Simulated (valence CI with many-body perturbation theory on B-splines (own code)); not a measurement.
## N: calculation against measured levels

Calculated by configuration interaction combined with many-body perturbation theory (CI+MBPT): five valence electrons over a frozen Dirac-Fock core [He], a basis of 10 s, 10 p, 9 d, 7 f, 4 g, 2 h functions for each j, with the one-electron correlation potential Σ1, the two-electron term Σ2, the three-electron term Σ3, Breit, model QED; selected CI, second order for the rest, scaled by the run's own slope (own B-spline code, finite nucleus).

Against 40 measured levels this calculation errs by 85 cm⁻¹ on average and by 169 at most. These come from a selection out of the NIST Handbook of Basic Atomic Spectroscopic Data. Levels without a partner in it may be off by more. Among the levels kept, up to 960 cm⁻¹ of a level comes from second order outside the variational space, and about a tenth of that is noise between levels of different J, which matters for small intervals.

Measured levels: NIST Handbook of Basic Atomic Spectroscopic Data (Sansonetti and Martin, J. Phys. Chem. Ref. Data 34, 1559 (2005)). Pairs share parity and J, and are chosen by configuration, term and nearness in energy; levels without a clear partner are left out. Energies in cm⁻¹ above the measured ground level.

Names give the largest LS component (configuration and term), which can be under half, so a name can repeat, a term be missing and a line seem to break the LS rules; names also repeat where a configuration has a term twice.

```tsv
Computed label	Label in the source	Measured	Computed	Difference
2s²2p³ ⁴S°_3/2	2s2 2p3 4S°	0	0.0	0
2s²2p³ ²D°_5/2	2s2 2p3 2D°	19224.5	19322.5	+98
2s²2p³ ²D°_3/2	2s2 2p3 2D°	19233.2	19341.4	+108
2s²2p³ ²P°_1/2	2s2 2p3 2P°	28838.9	29007.4	+169
2s²2p³ ²P°_3/2	2s2 2p3 2P°	28839.3	28990.9	+152
2s²2p²3s ⁴P_1/2	2s2 2p2(3P) 3s 4P	83284.1	83194.8	-89
2s²2p²3s ⁴P_3/2	2s2 2p2(3P) 3s 4P	83317.8	83233.3	-85
2s²2p²3s ⁴P_5/2	2s2 2p2(3P) 3s 4P	83364.6	83285.1	-79
2s²2p²3s ²P_1/2	2s2 2p2(3P) 3s 2P	86137.4	86057.1	-80
2s²2p²3s ²P_3/2	2s2 2p2(3P) 3s 2P	86220.5	86139.4	-81
2s2p⁴ ⁴P_5/2	2s 2p4 4P	88107.3	88219.2	+112
2s2p⁴ ⁴P_3/2	2s 2p4 4P	88151.2	88212.1	+61
2s2p⁴ ⁴P_1/2	2s 2p4 4P	88170.6	88190.0	+19
2s²2p²3p ²S°_1/2	2s2 2p2(3P) 3p 2S°	93581.6	93502.9	-79
2s²2p²3p ⁴D°_1/2	2s2 2p2(3P) 3p 4D°	94770.9	94687.1	-84
2s²2p²3p ⁴D°_3/2	2s2 2p2(3P) 3p 4D°	94793.5	94708.5	-85
2s²2p²3p ⁴D°_5/2	2s2 2p2(3P) 3p 4D°	94830.9	94743.7	-87
2s²2p²3p ⁴D°_7/2	2s2 2p2(3P) 3p 4D°	94881.8	94786.9	-95
2s²2p²3p ⁴P°_1/2	2s2 2p2(3P) 3p 4P°	95475.3	95385.5	-90
2s²2p²3p ⁴P°_3/2	2s2 2p2(3P) 3p 4P°	95493.7	95403.6	-90
2s²2p²3p ⁴P°_5/2	2s2 2p2(3P) 3p 4P°	95532.1	95439.5	-93
2s²2p²3p ⁴S°_3/2	2s2 2p2(3P) 3p 4S°	96750.8	96658.6	-92
2s²2p²3p ²D°_3/2	2s2 2p2(3P) 3p 2D°	96787.7	96715.1	-73
2s²2p²3p ²D°_5/2	2s2 2p2(3P) 3p 2D°	96864.1	96789.0	-75
2s²2p²3p ²P°_1/2	2s2 2p2(3P) 3p 2P°	97770.2	97713.6	-57
2s²2p²3p ²P°_3/2	2s2 2p2(3P) 3p 2P°	97805.8	97746.7	-59
2s²2p²3s ²D_5/2	2s2 2p2(1D) 3s 2D	99663.4	99699.4	+36
2s²2p²3s ²D_3/2	2s2 2p2(1D) 3s 2D	99663.9	99697.9	+34
2s²2p²4s ⁴P_1/2	2s2 2p2(3P) 4s 4P	103622.5	103514.8	-108
2s²2p²4s ⁴P_3/2	2s2 2p2(3P) 4s 4P	103667.2	103562.4	-105
2s²2p²4s ⁴P_5/2	2s2 2p2(3P) 4s 4P	103735.5	103626.5	-109
2s²2p²4s ²P_1/2	2s2 2p2(3P) 4s 2P	104144.8	104047.5	-97
2s²2p²4s ²P_3/2	2s2 2p2(3P) 4s 2P	104221.6	104128.5	-93
2s²2p²3d ²P_3/2	2s2 2p2(3P) 3d 2P	104615.5	104547.5	-68
2s²2p²3d ²P_1/2	2s2 2p2(3P) 3d 2P	104654.0	104572.7	-81
2s²2p²3d ⁴F_3/2	2s2 2p2(3P) 3d 4F	104664.1	104595.6	-69
2s²2p²3d ⁴F_5/2	2s2 2p2(3P) 3d 4F	104683.1	104615.7	-67
2s²2p²3d ⁴F_7/2	2s2 2p2(3P) 3d 4F	104716.9	104630.3	-87
2s²2p²3d ⁴F_9/2	2s2 2p2(3P) 3d 4F	104765.8	104673.0	-93
2s²2p²3d ²F_5/2	2s2 2p2(3P) 3d 2F	104810.4	104738.8	-72
2s²2p²3d ²F_7/2	2s2 2p2(3P) 3d 2F	104881.4	104793.3	-88
```

Over 40 excited levels the mean absolute difference is 85 cm⁻¹, the median 86 and the largest 169. The comparison draws on a selection of the measured levels: 41 of the 63 computed ones have a partner in it, and others may be off by more.

Rates against NIST Handbook of Basic Atomic Spectroscopic Data (Sansonetti and Martin, J. Phys. Chem. Ref. Data 34, 1559 (2005)):

```
λ vac, measured (nm)             Upper             Lower  A computed (s⁻¹)  A tabulated (s⁻¹)
              119.95   2s²2p²3s ⁴P_5/2    2s²2p³ ⁴S°_3/2          4.15e+08           4.07e+08
              120.02   2s²2p²3s ⁴P_3/2    2s²2p³ ⁴S°_3/2          4.11e+08           4.02e+08
              120.07   2s²2p²3s ⁴P_1/2    2s²2p³ ⁴S°_3/2          4.08e+08           4.00e+08
              149.26   2s²2p²3s ²P_3/2    2s²2p³ ²D°_5/2          3.14e+08           3.13e+08
              744.43  2s²2p²3p ⁴S°_3/2   2s²2p²3s ⁴P_3/2          1.13e+07           1.24e+07
              747.04  2s²2p²3p ⁴S°_3/2   2s²2p²3s ⁴P_5/2          1.86e+07           1.93e+07
              868.27  2s²2p²3p ⁴D°_7/2   2s²2p²3s ⁴P_5/2          2.41e+07           2.46e+07
              868.58  2s²2p²3p ⁴D°_5/2   2s²2p²3s ⁴P_3/2          1.80e+07           1.80e+07
             1247.30   2s²2p²3d ²F_7/2  2s²2p²3p ²D°_5/2          2.28e+07           2.28e+07
             1358.50  2s²2p²3p ²S°_1/2   2s²2p²3s ²P_3/2          6.05e+06           6.39e+06
```
